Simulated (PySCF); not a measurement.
C₂F₅, SMILES F[C](F)C(F)(F)F, multiplicity 2. Atoms are numbered in the order given.

```xyz
7

F      1.5009    -0.0020    -1.0899
C      0.8656     0.3543     0.0000
F      1.5009    -0.0020     1.0899
C     -0.6078     0.0200     0.0000
F     -0.8115    -1.2996     0.0000
F     -1.1811     0.5270     1.0818
F     -1.1811     0.5270    -1.0818
```
Charge 0, spin multiplicity 2.

Coordinates come from a PBE0-D3(BJ)/def2-SVP optimisation. The isomer is the one that the SMILES or the coordinates give; other isomers of the formula were not compared.

Computed with PBE0/pcH-1 run with PySCF.

Unrestricted Kohn–Sham, ⟨S²⟩ = 0.753. Hyperfine tensors hold the contact and dipolar terms, without spin-orbit corrections.

Computed hyperfine couplings:
| nucleus | A(iso) (MHz) | A(iso) (G) | dipolar principal values (MHz) |
|---|---|---|---|
| 19F no. 1 | 226.2 | 80.7 | -245.6, -217.3, 462.9 |
| 13C no. 2 | 409.5 | 146.1 | -77.1, -76.6, 153.7 |
| 19F no. 3 | 226.2 | 80.7 | -245.6, -217.3, 462.9 |
| 13C no. 4 | 39.3 | 14.0 | -6.7, -5.7, 12.4 |
| 19F no. 5 | 120.0 | 42.8 | -73.6, -69.7, 143.3 |
| 19F no. 6 | -7.7 | -2.8 | -9.6, -5.4, 15.1 |
| 19F no. 7 | -7.7 | -2.8 | -9.6, -5.4, 15.1 |
